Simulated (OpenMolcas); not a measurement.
Co3+ among 6 point charges of -2.2 e arranged as a trigonal antiprism (D3d), 2.08 Å from the ion, with a polar angle of 55.8° against the regular 54.74°.
```
   0.0000    1.7209    1.1682  -2.20
  -1.4904   -0.8605    1.1682  -2.20
   1.4904   -0.8605    1.1682  -2.20
   0.0000   -1.7209   -1.1682  -2.20
   1.4904    0.8605   -1.1682  -2.20
  -1.4904    0.8605   -1.1682  -2.20
```

- Program: OpenMolcas 26.06
- Method: SS-CASPT2, IPEA 0.25 Eh, imaginary shift 0.1 Eh (closed shells correlated: 3s 3p)
- Basis: ANO-RCC-VDZP [5s4p2d1f]
- Scalar Hamiltonian: DKH2, point nucleus
- Active space: 6 electrons in 5 orbitals (3d)
- State averaging: 2S+1 = 5 even, 5 roots; 2S+1 = 3 even, 45 roots; 2S+1 = 1 even, 50 roots
- Spin-orbit coupling: RASSI with atomic mean-field integrals over the reference wave functions

Problem. What is the spin-free ground state (labels of D3, the rotations of D3d)?

Solution. 5A1, 1-fold in its orbital part, 100 % from free-ion D terms; it has the highest spin that d6 allows.

Problem. Where is the first state of the same spin?

Solution. 5E at 530 cm-1 above the ground state.

Problem. What are the lowest two levels with spin-orbit coupling?

Solution. A 1-fold level A1, then a 2-fold level E 38 cm-1 above it. Their leading multiplicities are 5 (100 %) and 5 (100 %).

Problem. What is χT at 300 K, and how does it compare with the textbook value?

Solution. The lowest level has 2S+1 = 5, for which the spin-only value is χT = S(S+1) / 2 = 3.000 cm3 K/mol (g = 2). The computed 4.353 at 300 K differs by +1.353, through orbital momentum, spin-orbit coupling and any other state in reach.

Roots that are degenerate in the reference are averaged as groups; the widest CASPT2 spread within a group is 79 cm-1 (the 2-fold group of multiplicity 1 near 55100 cm-1 above the lowest state of its run). Shifts and gaps below about the spread of the groups concerned are not significant. Point charges give a weaker field than real ligands, and real ions of this kind are often low spin; the high spin found here belongs to the model. The ground term spreads over less than 5000 cm-1, several times less than with real ligands, so orbital moments are less quenched and χT lies further from the spin-only value than at real sites. Free-ion shares, where given, are those of the reference states; single-state CASPT2 does not remix them. Point charges carry no covalency, so the field is a model and not that of real ligands. No measured value stands beside these numbers.
